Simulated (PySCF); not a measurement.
The third ionisation energy along group 14

All values are computed (PySCF 2.14, energy differences of UHF-based or UKS calculations, no spin-orbit coupling). Values in eV. The last column holds reference values (NIST; (s) semi-empirical, (t) theoretical, else measured). Unmarked ones compare directly (S terms, centres of terms, or small fine structure); those marked * lie between the lowest fine-structure levels and include a spin-orbit shift.

```
                               element                           configurations     UHF  MP2 (valence)  SCS-MP2 (valence)  CCSD (valence)  FCI (valence)    PBE0  reference
     C (aug-cc-pVTZ, non-relativistic)                      [He] 2s2 → [He] 2s1  45.787         46.961             47.195          47.772         47.772  47.042     47.888
Si (aug-cc-pV(T+d)Z, non-relativistic)                      [Ne] 3s2 → [Ne] 3s1  31.959         32.823             32.996          33.175         33.175  33.245     33.493
Ge (aug-cc-pVTZ-PP with ECP10MDF, ECP)            [Ar] 3d10 4s2 → [Ar] 3d10 4s1  32.193         32.980             33.138          33.280         33.280  33.959     34.058
Pb (aug-cc-pVTZ-PP with ECP60MDF, ECP)  [Xe] 4f14 5d10 6s2 → [Xe] 4f14 5d10 6s1  29.771         30.323             30.434          30.508         30.508  31.754     31.937
```

Question: Fill in the row of Sn (aug-cc-pVTZ-PP with ECP28MDF, ECP) ([Kr] 4d10 5s2 → [Kr] 4d10 5s1).

Answer: UHF 28.537; MP2 (valence) 29.209; SCS-MP2 (valence) 29.344; CCSD (valence) 29.466; FCI (valence) 29.466; PBE0 30.421; reference 30.506 (eV).

"Valence" correlates the outer s and p shells and, in groups 3 to 12 and the f block, the outer d or f shell, open or full, or the next shell where the ion has no valence electron left; the wider scheme adds the next inner shell.
